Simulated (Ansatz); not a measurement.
Species: WH$_{5}$, charge 0, multiplicity 2. The spin state was set by rule; other spins were not relaxed. 
Coordinates optimised at B3LYP-D3(BJ)/def2-TZVP (Ansatz, an electronic-structure program):
```xyz
6

W      0.0172     0.0063     0.0035
H      0.7083     1.2936    -0.9053
H     -1.2802     0.7209     0.8246
H      0.9918    -0.6688     1.2505
H     -1.5306    -0.5626    -0.3108
H     -0.1612    -1.2507    -1.1173
```
Charge 0, spin multiplicity 2.

Parts of the frozen-core correlation energy in def2-SVP (Ansatz, hartree). Frozen orbitals: 4; correlated occupied orbitals by spin: 6 and 5; virtual: 47 and 48. UHF or UKS for open shells. No spin-orbit coupling. Past Kr the def2 sets carry scalar-relativistic core potentials.

| term | value |
|---|---|
| reference (HF) | -69.13742 |
| MP2 opposite-spin | -0.16566 |
| MP2 same-spin | -0.04232 |
| CCSD correlation | -0.24157 |
| (T) | -0.00826 |
| T1 diagnostic | 0.037 |
| largest doubles amplitude | 0.052 |
| <S^2> of the reference | 0.803 |
